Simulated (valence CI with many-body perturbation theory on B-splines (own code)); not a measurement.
## Basis-set convergence for Sm41+

Calculated by configuration interaction combined with many-body perturbation theory (CI+MBPT): three valence electrons over a frozen Dirac-Fock core [Ar], radial functions for each j: 7 s, 7 p, 8 d, 6 f, 4 g, 1 h, with the one-electron correlation potential Σ1 (screened to all orders), the two-electron term Σ2, the three-electron term Σ3, Breit, model QED; selected single and double excitations, second order for the rest, scaled by the run's own slope (own B-spline code, finite nucleus).

The last digits are not significant, and no measured levels were compared; by estimate large intervals hold to a few tenths of a per cent, small ones and those within an open d or f shell to about a per cent. Only levels of the ground parity were solved; by the run's estimate the other parity begins above the list, which can be wrong where configurations are misplaced.

The reference run has the lowest level (3d3/2^3) J=3/2 and an ionisation energy of 3137.35 eV. Its largest variational space holds 4835 state functions.

Levels are named by their leading jj configuration (3d3/2^4 stands for four electrons in 3d with j = 3/2), which in mixed levels can hold well under half, so a name can repeat and another be missing. Letters in brackets count levels of one name in rising energy.

Changed runs:
A. basis 6 s, 6 p, 5 d, 5 f, 1 g
B. basis 5 s, 5 p, 4 d, 4 f

Excitation energies of the reference run in cm⁻¹, and shifts in cm⁻¹:

| Level | Reference | A | B |
| --- | --- | --- | --- |
| (3d3/2^2 3d5/2) J=5/2 [a] | 202705 | -216 | -355 |
| (3d3/2^2 3d5/2) J=3/2 | 248179 | -17 | +73 |
| (3d3/2^2 3d5/2) J=7/2 | 263133 | -3.6 | +71 |
| (3d3/2^2 3d5/2) J=9/2 | 270798 | +108 | +322 |
| (3d3/2^2 3d5/2) J=1/2 | 279960 | +71 | +251 |
| (3d3/2^2 3d5/2) J=5/2 [b] | 408753 | +214 | +477 |
| (3d3/2 3d5/2^2) J=7/2 [a] | 466735 | -95 | -97 |
| (3d3/2 3d5/2^2) J=9/2 | 491409 | -66 | +12 |
| (3d3/2 3d5/2^2) J=3/2 [a] | 524674 | +25 | +90 |
| (3d3/2 3d5/2^2) J=1/2 | 542535 | +161 | +434 |
| (3d3/2 3d5/2^2) J=11/2 | 555907 | +205 | +601 |
| (3d3/2 3d5/2^2) J=5/2 [a] | 567012 | +200 | +475 |
| Ionisation energy (eV) | 3137.35 | -0.07 | -0.09 |
